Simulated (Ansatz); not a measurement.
Reactions of C2H3BCl2, SMILES `ClB1CC1Cl`.

Calculated with Ansatz (gas phase, PBE0-D4/def2-TZVP geometries, no zero-point term in ΔE). CCSD(T)/CBS adds triple-zeta CCSD(T) − MP2 to the extrapolated MP2 energy (def2 sets, frozen cores). This one scheme is used for every species, atoms too. DFT in def2-TZVPP. No spin–orbit coupling; open shells (•) take unrestricted orbitals. Spin–orbit coupling would lower the free atoms: a little for B, C, Cl. def2 core potentials past Kr. For In outer-core shells are correlated without core-valence functions, so the limit isn't a true one: a few kJ/mol of doubt a bond, and 10 to 20 or more in all where bonds break to atoms. Each species was taken in one conformer, which may not be the lowest.

```tsv
reaction	r2SCAN-D4 (kJ/mol)	PBE-D4 (kJ/mol)
`ClB1CC1Cl` + H₂S → `SB1CC1Cl` + HCl	-11	-13
`ClB1CC1Cl` + H₂O → `OB1CC1Cl` + HCl	-42	-40
`ClB1CC1Cl` + SiH₄ → `[SiH3]C1CB1Cl` + HCl	-83	-78
`ClB1CC1Cl` → B• + 2 C• + 2 Cl• + 3 H•	3048	3124
`ClB1CC1Cl` + H₂ → `ClC1BC1` + HCl	73	75
`ClB1CC1Cl` + `[CH3][In]([OH])[F]` → `OB1CC1Cl` + `[CH3][In]([F])[Cl]`	-136	-130
`ClB1CC1Cl` + `O[SiH2][SiH2]F` → `FB1CC1Cl` + `O[SiH2][SiH2]Cl`	-11	-14
`ClB1CC1Cl` → `ClC1(Cl)BC1`	158	155
`ClB1CC1Cl` → `C=CB(Cl)Cl`	-211	-201
`ClB1CC1Cl` + H₂ → `ClB1CC1` + HCl	-86	-81
```

Task: Give the CCSD(T)/CBS values in the same order. (An estimate is asked.)

Result: The calculation gave: -9, -39, -87, 2987, 65, -132, -8, 155, -223, -89 kJ/mol.

Largest T1 diagnostic: 0.016, for `[CH3][In]([OH])[F]`.
